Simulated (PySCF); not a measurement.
C3H5FSi, SMILES FC=C=C[SiH3].

Coordinates come from a B3LYP-D3(BJ)/def2-SVP optimisation. The structure was generated by enumeration, and PubChem lists no compound with its InChIKey, so it may never have been made.

The numbers are results of PBE0/def2-TZVP (PySCF), not measurements.

Gas-phase values at a fixed geometry.

```yaml
total_energy: -506.31190 hartree
highest_occupied_level: -7.28 eV
lowest_empty_level: -1.09 eV
orbital_gap: 6.19 eV
dipole_moment: 1.55 D
quadrupole, principal values (traceless, Buckingham form, about the centre of nuclear charge): -5.99, 1.29, 4.70 D·Å
mean_static_polarisability: 66.7 bohr³ (9.89 Å³)
polarisability_principal_values: 48.8, 51.6, 99.8 bohr³
```
